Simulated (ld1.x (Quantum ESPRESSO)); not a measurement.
**Transferability test, ultrasoft potential for Hg**

ld1.x (Quantum ESPRESSO) 7.5 input, shortened:

```
&input
   title='Hg', zed=80., rel=1, dft='PBE', iswitch=3,
   config='[Xe] 4f14 5d10 6s1 6p1'
 /
 &inputp
   pseudotype=3, tm=.true., lloc=-2, rcloc=3.10,
   nlcc=.true., rcore=1.60
 /
6
6S  1  0   1.00   0.00  1.85  2.20  0.0
6S  1  0   0.00   0.90  1.85  2.20  0.0
6P  2  1   1.00   0.00  2.50  3.35  0.0
6P  2  1   0.00   0.95  2.50  3.35  0.0
5D  3  2  10.00   0.00  1.60  2.15  0.0
5D  3  2   0.00   0.05  1.60  2.15  0.0
 &test
   configts(1)='5d10 6s1 6p1'
 /
```

Energies are relative to the spin-unpolarised reference configuration 5d10 6s1 6p1; without spin polarisation the order of configurations can differ from experiment.

```json
{"valence configuration": "5d10 6s2 6p0", "charge": "0", "ΔE all-electron (eV)": "-6.039", "error AE − PS (meV)": "-0.6"}
{"valence configuration": "5d10 6s1 6p0", "charge": "+1", "ΔE all-electron (eV)": "4.649", "error AE − PS (meV)": "-5.2"}
{"valence configuration": "5d10 6s0 6p0", "charge": "+2", "ΔE all-electron (eV)": "23.624", "error AE − PS (meV)": "-31"}
{"valence configuration": "5d10 6s1.5 6p0", "charge": "+0.5", "ΔE all-electron (eV)": "-1.683", "error AE − PS (meV)": "-0.9"}
{"valence configuration": "5d9 6s0 6p0", "charge": "+3", "ΔE all-electron (eV)": "59.150", "error AE − PS (meV)": "-58"}
{"valence configuration": "5d10 6s0 6p2", "charge": "0", "ΔE all-electron (eV)": "6.536", "error AE − PS (meV)": "-4.5"}
```

Question: What are ΔE and the potential's error for 5d9 6s2 6p0?

Answer: ΔE = 9.476 eV all-electron; the error (AE − PS) is -44 meV.

Levels in the configuration 5d10 6s0 6p2:

```tsv
level	all-electron (eV)	pseudo (eV)
5d	-13.818	-13.830
6p	-2.870	-2.870
```
